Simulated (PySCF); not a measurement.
Isomers of C4H8BFO2.

All values: PBE0/def2-SVPD (PySCF) at PBE0-D3(BJ)/def2-SVP geometries, gas phase, one conformer each. Core orbitals are frozen in the response; Δα² is half the sum of the squared differences of the principal polarisabilities.

**Question.** Rank by polarisability anisotropy Δα, highest first.
A. `[CH3:1][O:2][B:3](/[CH:4]=[CH:5]/[F:6])[O:7][CH3:8]` with C1–O2–B3–C4 0°, O2–B3–C4–C5 178°, O2–B3–O7–C8 1°
B. `[OH:1][B:2]([OH:3])[C@@H:4]1[CH2:5][CH2:6][C@@H:7]1[F:8]` with H–O1–B2–O3 1°, O1–B2–O3–H 178°, O1–B2–C4–C5 -63°, B2–C4–C5–C6 -97°, C4–C5–C6–C7 -20°, C5–C6–C7–F8 142°, B2–C4–C7–C6 93°
C. `[CH3:1][B:2]1[O:3][CH2:4][CH:5]([F:6])[CH2:7][O:8]1` with C1–B2–O3–C4 180°, B2–O3–C4–C5 28°, O3–C4–C5–F6 -174°, C4–C5–C7–O8 53°
D. `[CH3:1][CH2:2][C@@H:3]1[O:4][BH:5][O:6][C@H:7]1[F:8]` with C1–C2–C3–O4 -59°, C2–C3–O4–B5 -112°, C3–O4–B5–O6 -3°, O4–B5–O6–C7 -7°, B5–O6–C7–F8 -106°

**Answer.** A (4.58 Å³), C (2.94 Å³), D (2.12 Å³), B (1.81 Å³).

**Question.** Rank by HOMO energy, lowest first.
A. `[CH3:1][CH2:2][C@@H:3]1[O:4][BH:5][O:6][C@H:7]1[F:8]` with C1–C2–C3–O4 -59°, C2–C3–O4–B5 -112°, C3–O4–B5–O6 -3°, O4–B5–O6–C7 -7°, B5–O6–C7–F8 -106°
B. `[CH3:1][O:2][B:3](/[CH:4]=[CH:5]/[F:6])[O:7][CH3:8]` with C1–O2–B3–C4 0°, O2–B3–C4–C5 178°, O2–B3–O7–C8 1°
C. `[OH:1][B:2]([OH:3])[C@@H:4]1[CH2:5][CH2:6][C@@H:7]1[F:8]` with H–O1–B2–O3 1°, O1–B2–O3–H 178°, O1–B2–C4–C5 -63°, B2–C4–C5–C6 -97°, C4–C5–C6–C7 -20°, C5–C6–C7–F8 142°, B2–C4–C7–C6 93°

**Answer.** A (-8.99 eV), C (-8.58 eV), B (-7.62 eV).

All values together:

```csv
SMILES,μ (D),HOMO (eV),LUMO (eV),α (Å³),Δα (Å³),ΔSCF removal energy (eV)
CB1OCC(F)CO1,0.32,-8.59,0.24,9.92,2.94,10.62
COB(/C=C/F)OC,1.73,-7.62,-0.70,10.80,4.58,9.64
OB(O)[C@@H]1CC[C@@H]1F,1.36,-8.58,0.27,9.81,1.81,10.55
CC[C@@H]1OBO[C@H]1F,2.54,-8.99,0.36,9.84,2.12,11.00
```

Conformers: `[CH3:1][B:2]1[O:3][CH2:4][CH:5]([F:6])[CH2:7][O:8]1` with C1–B2–O3–C4 180°, B2–O3–C4–C5 28°, O3–C4–C5–F6 -174°, C4–C5–C7–O8 53°; `[CH3:1][O:2][B:3](/[CH:4]=[CH:5]/[F:6])[O:7][CH3:8]` with C1–O2–B3–C4 0°, O2–B3–C4–C5 178°, O2–B3–O7–C8 1°; `[OH:1][B:2]([OH:3])[C@@H:4]1[CH2:5][CH2:6][C@@H:7]1[F:8]` with H–O1–B2–O3 1°, O1–B2–O3–H 178°, O1–B2–C4–C5 -63°, B2–C4–C5–C6 -97°, C4–C5–C6–C7 -20°, C5–C6–C7–F8 142°, B2–C4–C7–C6 93°; `[CH3:1][CH2:2][C@@H:3]1[O:4][BH:5][O:6][C@H:7]1[F:8]` with C1–C2–C3–O4 -59°, C2–C3–O4–B5 -112°, C3–O4–B5–O6 -3°, O4–B5–O6–C7 -7°, B5–O6–C7–F8 -106°.
